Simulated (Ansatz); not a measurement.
C₂H₃Cl₃Sn, SMILES `C=[CH][Sn]([Cl])([Cl])[Cl]`. Charge 0, multiplicity 1. Sn: def2 effective core potential.

```
atom   x (Å)   y (Å)   z (Å)
  C1   0.544   1.399   0.840
  C2  -0.106   0.247   0.919
 Sn3  -0.328  -0.973  -0.778
 Cl4   0.627  -3.058  -0.529
 Cl5   0.688   0.046  -2.585
 Cl6  -2.532  -1.352  -1.342
  H7   0.982   1.759  -0.086
  H8   0.664   2.036   1.712
  H9  -0.541  -0.104   1.850
```

**Question.** What are the harmonic wavenumbers in cm⁻¹ at PBE0-D4/def2-TZVP (Ansatz, finite differences of forces, unscaled)? (Best estimate.)

**Answer.** The calculation gave: 53, 91, 93, 112, 128, 134, 290, 369, 386, 388, 498, 553, 1000, 1007, 1025, 1257, 1433, 1663, 3137, 3187, 3224.

**Question.** Is this a minimum?

**Answer.** Yes, all 21 modes are real.

**Question.** Give the ideal-gas thermochemistry at 298.15 K and 1 bar (rigid rotor, harmonic oscillator; point group Cs, symmetry number 1).

**Answer.** Zero-point energy 119.8 kJ/mol; H(298) − E = 146.4 kJ/mol; entropy 417.5 J/(mol·K), of which translation 177.8, rotation 126.1, vibration 113.6; G(298) − E = 21.9 kJ/mol. Modes under 100 cm⁻¹ are hindered rotations or soft bends, so the harmonic entropy is rough.

**Question.** And at 400, 500, 600, 800 and 1000 K?

**Answer.** 
| T (K) | H − E (kJ/mol) | S (J/mol/K) | G − E (kJ/mol) |
| --- | --- | --- | --- |
| 400 | 159.7 | 455.8 | -22.6 |
| 500 | 174.0 | 487.6 | -69.8 |
| 600 | 189.1 | 515.1 | -120.0 |
| 800 | 221.4 | 561.5 | -227.8 |
| 1000 | 255.6 | 599.7 | -344.0 |
